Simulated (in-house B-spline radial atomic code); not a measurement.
Successive ionisation energies of bismuth; each step leads to the configuration of the next row (after the last: [Ne] 3s2 3p1/2(1)). Dirac energy differences include first-order Breit, QED and recoil terms. NIST's values go from ground level to ground level; the uncertainty of those that are theory runs from under 0.1 % in few-electron ions to several per cent in heavy many-electron ones. Computed with an all-electron radial atomic-structure program (B-spline basis): Dirac-Hartree-Fock, jj configuration that fills j = l - 1/2 first, finite nuclei.

A number in brackets counts the electrons of a j subshell.

| ion | configuration | ionisation energy (eV) | tabulated value (eV) | tabulated kind | computed minus tabulated (eV) | highest orbital | largest mean radius (bohr) |
| --- | --- | --- | --- | --- | --- | --- | --- |
| Bi52+ | [Ar] 3d10 4s2 4p1/2(1) | 3150.9 | 3151 | tabulated theory | 0 | 4p1/2 | 0.33406 |
| Bi53+ | [Ar] 3d10 4s2 | 3328.9 | 3329 | tabulated theory | 0 | 4s1/2 | 0.33279 |
| Bi54+ | [Ar] 3d10 4s1 | 3401.8 | 3401.8 | semi-empirical | 0 | 4s1/2 | 0.33125 |
| Bi55+ | [Ar] 3d10 | 5598.5 | 5599 | tabulated theory | -1 | 3d5/2 | 0.17263 |
| Bi56+ | [Ar] 3d3/2(4) 3d5/2(5) | 5747.2 | 5740 | tabulated theory | 7 | 3d5/2 | 0.17178 |
| Bi57+ | [Ar] 3d3/2(4) 3d5/2(4) | 5897.4 | 5892 | tabulated theory | 5 | 3d5/2 | 0.17093 |
| Bi58+ | [Ar] 3d3/2(4) 3d5/2(3) | 6049.2 | 6054 | tabulated theory | -5 | 3d5/2 | 0.17009 |
| Bi59+ | [Ar] 3d3/2(4) 3d5/2(2) | 6202.5 | 6208 | tabulated theory | -5 | 3d5/2 | 0.16925 |
| Bi60+ | [Ar] 3d3/2(4) 3d5/2(1) | 6357.4 | 6358 | tabulated theory | -1 | 3d5/2 | 0.16842 |
| Bi61+ | [Ar] 3d3/2(4) | 6647.0 | 6648 | tabulated theory | -1 | 3d3/2 | 0.1676 |
| Bi62+ | [Ar] 3d3/2(3) | 6808.6 | 6804 | tabulated theory | 5 | 3d3/2 | 0.1667 |
| Bi63+ | [Ar] 3d3/2(2) | 6971.8 | 6977 | tabulated theory | -5 | 3d3/2 | 0.16581 |
| Bi64+ | [Ar] 3d3/2(1) | 7136.7 | 7137 | tabulated theory | 0 | 3d3/2 | 0.16492 |
| Bi65+ | [Ne] 3s2 3p6 | 7582.1 | 7580 | tabulated theory | 2 | 3p3/2 | 0.16405 |
| Bi66+ | [Ne] 3s2 3p1/2(2) 3p3/2(3) | 7724.9 | 7720 | tabulated theory | 5 | 3p3/2 | 0.16328 |
| Bi67+ | [Ne] 3s2 3p1/2(2) 3p3/2(2) | 7868.8 | 7870 | tabulated theory | -1 | 3p3/2 | 0.16257 |
| Bi68+ | [Ne] 3s2 3p1/2(2) 3p3/2(1) | 8013.5 | 8010 | tabulated theory | 4 | 3p3/2 | 0.16187 |
| Bi69+ | [Ne] 3s2 3p1/2(2) | 8781.8 | 8780 | tabulated theory | 2 | 3p1/2 | 0.15852 |

**Question.** Where is the largest jump?

**Answer.** From Bi54+ to Bi55+, by a factor of 1.65 (3401.8 to 5598.5 eV); the highest orbital goes from 4s1/2 to 3d5/2.
